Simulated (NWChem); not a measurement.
Si2H4O2; SMILES O1[SiH2]O[SiH2]1

```xyz
8

O      1.1956     0.0000     0.0000
Si     0.0000     1.2053     0.0000
O     -1.1956     0.0000     0.0000
Si     0.0000    -1.2053     0.0000
H      0.0000     2.0463    -1.2254
H      0.0000     2.0463     1.2254
H      0.0000    -2.0463     1.2254
H      0.0000    -2.0463    -1.2254
```
Atoms are numbered in this order, from 1.

The geometry was optimised at PBE0/def2-SVP. B3LYP is NWChem's, with the RPA form of VWN correlation.

Symmetry labels are those of D2h in the frame above (b1 and b2, or b-type labels, depend on it).

Q: List the 6 lowest vertical singlet excitations from B3LYP/6-31+G* (spherical d), full TDDFT (NWChem).

A: 
```csv
state,energy (eV),oscillator strength,symmetry,leading excitation (squared amplitude)
S1,6.26,0.000,b2g,HOMO → LUMO (0.99)
S2,6.82,0.000,ag,HOMO−1 → LUMO (0.99)
S3,6.88,0.011,b1u,HOMO−2 → LUMO (0.99)
S4,7.38,0.018,b1u,HOMO → LUMO+1 (0.93)
S5,7.67,0.000,au,HOMO → LUMO+3 (0.69)
S6,7.94,0.109,b1u,HOMO → LUMO+2 (0.93)
```
